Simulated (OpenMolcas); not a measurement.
## Kr4+: effect of the active space

* Program: OpenMolcas
* Method: CASSCF or its RAS form
* Basis: ANO-RCC-VTZP
* Scalar Hamiltonian: DKH2, point nucleus
* Spin-orbit coupling: state interaction with AMFI integrals over the reference wave functions, term energies averaged over their components

A. 2 electrons in 3 orbitals (4p); 2S+1 = 3 even, 3 roots; 2S+1 = 1 even, 6 roots; cost roughly 2.5 core-seconds
B. 4 electrons in 4 orbitals (4s 4p); 2S+1 = 3 even, 6 roots; 2S+1 = 1 even, 11 roots; 2S+1 = 5 odd, 1 root; 2S+1 = 3 odd, 9 roots; 2S+1 = 1 odd, 8 roots; cost of the order of 15 core-seconds
C. 4 electrons in 8 orbitals (4s 4p 5s 5p); 2S+1 = 3 even, 3 roots; 2S+1 = 1 even, 11 roots; 2S+1 = 5 odd, 1 root; 2S+1 = 3 odd, 9 roots; 2S+1 = 1 odd, 8 roots; cost roughly 19 core-seconds
D. 4 electrons in 9 orbitals (RAS2 4s 4p; RAS3 4d, at most 2 electrons); 2S+1 = 3 even, 6 roots; 2S+1 = 1 even, 12 roots; 2S+1 = 5 odd, 1 root; 2S+1 = 3 odd, 9 roots; 2S+1 = 1 odd, 8 roots; cost about 29 core-seconds

Energies in cm⁻¹ above 4s² 4p² ³P₀, the measured ground level; measured values from Saloman, J. Phys. Chem. Ref. Data 36, 215 (2007).

```tsv
Level	A	B	C	D	Measured
4s² 4p² ³P₀	0.0	0.0	0.0	0.0	0.0
4s² 4p² ³P₁	3211	3359	3327	3222	3743
4s² 4p² ³P₂	7056	7130	7076	6950	7595
4s² 4p² ¹D₂	21960	22039	21832	21152	19723
4s² 4p² ¹S₀	45631	37738	37156	41434	39204
```

Deviations, from unrounded energies. A percentage is the sum of absolute deviations over the sum of measured energies, with the sign that they share, or ± where signs differ.

```csv
Against measurement,Levels,A,B,C,D
mean absolute deviation (cm-1),4,2400,1200,1300,1200
fine structure of the ground term (%),2,-9.5,-7.5,-8.3,-10.3
other terms of the ground configuration (%),2,+14.7,±6.4,±7.1,+6.2
```

B, D lie about equally close to measurement and A furthest from it. The largest miss of B in the table is 4s² 4p² ¹D₂, by +2300 cm-1. The ranking rests on the paired levels alone, and a cruder setting can come out closer through cancelling errors.

Among A to D the level of the table that moves most is 4s² 4p² ¹S₀, by 8500 cm-1 (lowest in C, highest in A).

With the s shell closed, the reference lacks s² → p² mixing (holds for A). Active for correlation alone: 5p 5s; no level in the range computed is led by a configuration that fills them, so any true level of that kind is missing (holds for C). Active for correlation alone: 4d; no level in the range computed is led by a configuration that fills it, so any true level of that kind is missing (holds for D). Computed and measured levels are paired by configuration, term and J; levels that our copy of the source lacks, or whose pairing is in doubt (as where it misses far off the trend of its configuration), stay unpaired and out of the deviations. Only configurations of the active space appear. Levels that lie high or do not pair safely by name in every column are left out.
